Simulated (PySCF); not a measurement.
Vertical excitations of a molecule C₃H₈O₂ from TDDFT-M06-2X/def2-SVPD in PySCF, as energy in eV (oscillator strength): 7.31 (0.002), 7.87 (0.019), 8.19 (0.013), 8.46 (0.052), 8.71 (0.003), 8.90 (0.028), 9.03 (0.006), 9.17 (0.007), 9.38 (0.001), 9.42 (0.045). Lowest triplet (TDA): 7.17 eV. The structure is a stationary point at PBE0-D3(BJ)/def2-SVP. One conformer was computed; it need not be the lowest.

Which structure fits?
A) COCOC
B) COCCO
C) CC(O)CO

C, CC(O)CO
